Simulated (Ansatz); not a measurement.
`C#[C][Ge]([F])([F])[Cl]`. The species carries charge 0 and has multiplicity 1. Correlated methods include outer-core shells of Ge, which these sets cover unevenly. Scalar relativity is left out up to krypton.

```csv
atom,x (Å),y (Å),z (Å)
C1,0.0535,-1.9994,-0.5086
C2,-0.0037,-0.8393,-0.1981
Ge3,-0.0693,0.9652,0.2713
F4,-0.1433,1.1350,1.9705
F5,-1.5031,1.6819,-0.3221
Cl6,1.5658,2.0861,-0.4312
H7,0.1002,-3.0295,-0.7819
```

**Question.** Give the diagnostics of a CCSD(T)/def2-TZVPP run (frozen core, the Gaussian-basis code of Ansatz). (Best estimate.)

**Answer.** Computed: T1 = 0.0122, largest single amplitude 0.019, largest double 0.065, (T) share of the correlation energy 3.9 %, 9 CCSD cycles. The RHF solution is stable towards an unrestricted one. T1 lies under the customary mark of 0.02 for closed shells.
